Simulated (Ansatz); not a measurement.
Cartesian coordinates in Å:
```
C -0.489 -0.736 -1.648
C -0.265 -0.275 -0.553
Sn -0.077 0.479 1.377
H -0.666 -1.138 -2.620
H 1.110 -0.454 2.190
H 0.387 2.124 1.254
```

Total charge 0; spin multiplicity 2. Sn takes the def2 core potential.

(1) List the PBE0/def2-TZVPP orbital energies in eV (Ansatz). (Estimate.)

Answers

(1) The calculation gave: α occupied: -278.35, -278.23, -140.25, -94.95, -94.82, -94.79, -28.69, -28.64, -28.63, -28.52, -28.50, -20.93, -15.62, -14.36, -10.41, -9.71, -8.54, -8.15, -6.22. α empty: 0.07, 0.08, 0.36, 1.22, 1.61, 2.24, 2.67, 2.82. β occupied: -278.31, -278.23, -140.19, -94.82, -94.81, -94.78, -28.60, -28.54, -28.48, -28.43, -28.42, -20.85, -15.41, -14.01, -10.19, -9.41, -8.28, -8.08. β empty: -3.26, 0.28, 0.45, 0.62, 1.47, 1.93, 2.31, 3.07. ⟨S²⟩ = 0.753.
